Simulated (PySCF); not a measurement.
# Polarisability and C₆ of Sr (strontium, neutral)

[Kr] 5s2, closed-shell 1S. Calculation: PySCF 2.14, in aug-cc-pwCVTZ-X2C with one added diffuse shell each of s, p, d, f type (11s10p8d4f, 109 functions); scalar relativity by spin-free X2C-1e. Coupled (time-dependent) response in atomic units; α is the mean over directions.

| method | mean α (bohr³) | C₆ (like pair) | S(−4) |
| --- | --- | --- | --- |
| UHF | 232.7 | 4055 | 25240 |
| PBE | 196.0 | 3152 | 17970 |
| PBE0 | 203.5 | 3338 | 19220 |

S(−4) is the Cauchy moment in α(ω) = α(0) + S(−4) ω² + …

Reference α: 197.2 ± 0.2 bohr³ (recommended; Schwerdtfeger and Nagle, table of static dipole polarizabilities (2023 update)). Published C₆: 3175 (Chu and Dalgarno (2004); Tang, Norbeck and Certain (1976)).

Hartree-Fock lies above the reference because it lacks correlation, which contracts the outer shell.

α(iu) at PBE:

| u (hartree) | α(iu) (bohr³) |
| --- | --- |
| 0 | 196.0 |
| 0.0500 | 159.7 |
| 0.100 | 104.0 |
| 0.200 | 46.16 |
| 0.300 | 26.01 |
| 0.500 | 12.85 |
| 0.750 | 7.625 |
| 1.00 | 5.257 |
| 1.50 | 2.988 |
| 2.00 | 1.921 |
| 3.00 | 0.9786 |
| 5.00 | 0.3965 |
